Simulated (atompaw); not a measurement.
Plane-wave convergence, PAW (atompaw) potential for O (Z = 8)

```
Element                 : O (Z = 8)
Generator               : atompaw 4.2.0.5
Type                    : PAW
Functional              : PBE
Relativity              : scalar-relativistic
Frozen core             : [He]
Valence charge          : 6
Reference configuration : 2s2 2p4
Partial waves           : 2s (bound); 2s channel at -0.9 Ry; 2p (bound); 2p channel at 0.7 Ry; 3d channel at 0.25 Ry
Local potential         : bessel scheme, radius 1.20 bohr
Core correction         : smooth core density matched at 1.10 bohr
Augmentation charge     : sinc compensation charge, radius 1.45 bohr; PAW radius 1.65 bohr; waves and projectors: bloechl
```

The pseudo-atom Hamiltonian at the reference potential is diagonalised in spherical Bessel functions j_l(qr) that vanish at 20 bohr, with q² up to the cutoff. All-electron valence levels (Ry): 2s -1.7611, 2p -0.6637.

Task: How do the lowest levels (Ry) of each channel move with the cutoff, and are there ghosts?

Result:

```tsv
cutoff (Ry)	s #1	s #2	p #1	p #2	d #1	d #2	f #1	f #2	Σ f·Δε (mRy)
8	-1.7056	-0.0094	-0.2390	0.0452	0.0789	0.1872	0.1203	0.2623	1810.0
12	-1.7494	-0.0105	-0.4285	0.0419	0.0789	0.1871	0.1203	0.2623	964.4
15	-1.7563	-0.0107	-0.5344	0.0407	0.0789	0.1871	0.1203	0.2623	527.1
21	-1.7608	-0.0108	-0.6159	0.0398	0.0789	0.1871	0.1203	0.2623	192.1
30	-1.7611	-0.0108	-0.6569	0.0394	0.0789	0.1871	0.1203	0.2623	27.5
40	-1.7611	-0.0109	-0.6629	0.0393	0.0789	0.1871	0.1203	0.2623	3.6
45	-1.7611	-0.0109	-0.6635	0.0393	0.0789	0.1871	0.1203	0.2623	1.0
55	-1.7611	-0.0111	-0.6637	0.0393	0.0789	0.1871	0.1203	0.2623	0.2
400	-1.7611	-0.0124	-0.6637	0.0393	0.0789	0.1871	0.1203	0.2623	0.0
```

Result: no extra level below or beside the all-electron valence levels (s, p, d, f tested); 10 mRy is reached at 35 Ry and 1 mRy at 45 Ry.
